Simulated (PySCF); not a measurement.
# Optical rotation: `C[C@@H]1C[Si@@H]([AsH][SiH3])O1`, C₃H₁₁AsOSi₂

Geometry:
```tsv
atom	x (Å)	y (Å)	z (Å)
C1	-2.715	-0.540	-0.980
C2	-1.625	-0.543	0.072
C3	-1.374	0.821	0.716
Si4	0.307	0.698	-0.180
As5	2.224	0.338	1.046
Si6	3.443	-0.519	-0.739
O7	-0.348	-0.787	-0.526
H8	-2.741	-1.497	-1.496
H9	-2.513	0.243	-1.708
H10	-3.681	-0.359	-0.514
H11	-1.807	-1.341	0.800
H12	-1.359	0.781	1.802
H13	-2.080	1.581	0.399
H14	0.317	1.557	-1.383
H15	2.711	1.745	0.808
H16	4.861	-0.628	-0.356
H17	2.982	-1.864	-1.091
H18	3.391	0.318	-1.947
```

Computed, not measured: PySCF, TDDFT BHandHLYP/def2-SVPD circular dichroism and optical rotation, one conformer, gas phase. Geometry: GFN2-xTB.

The molecule is flexible and this is one conformer; a measurement averages over conformers. The calculation is non-relativistic, which matters for the atoms heavier than Zn. Singlets 5 and 6 lie within 0.01 eV of each other, so their separate moments and overlaps can depend on how they mix.

Stereocentres: C2 R, Si4 R.

Question: What is the specific rotation at 633, 589.3, 546, 436, 405, 365, 355 nm?

Answer: [α] in deg dm⁻¹ (g/mL)⁻¹:
| λ (nm) | origin-invariant length gauge | modified velocity gauge | length gauge (centre of mass) | isotropic polarisability (au) |
| --- | --- | --- | --- | --- |
| 633 | +36.3 | +32.9 | +35.9 | 126.0 |
| 589.3 | +41.3 | +37.3 | +40.7 | 126.6 |
| 546 | +47.1 | +42.4 | +46.5 | 127.4 |
| 436 | +65.5 | +57.4 | +64.3 | 130.8 |
| 405 | +70.1 | +60.2 | +68.6 | 132.4 |
| 365 | +70.6 | +57.4 | +68.5 | 135.2 |
| 355 | +68.5 | +54.1 | +66.1 | 136.1 |

Question: And for the mirror image at 589.3 nm?

Answer: -41.3 deg dm⁻¹ (g/mL)⁻¹ (origin-invariant length gauge): the same size and the opposite sign.

Question: What is the molar rotation [Φ] = [α]·M/100 of the geometry above at 589.3 nm?

Answer: With M = 194.21 g/mol, +80.2 deg cm² dmol⁻¹ (origin-invariant length gauge).

The first excitation lies at 5.89 eV (211 nm) with R = -1.9 × 10⁻⁴⁰ esu² cm² (velocity form).
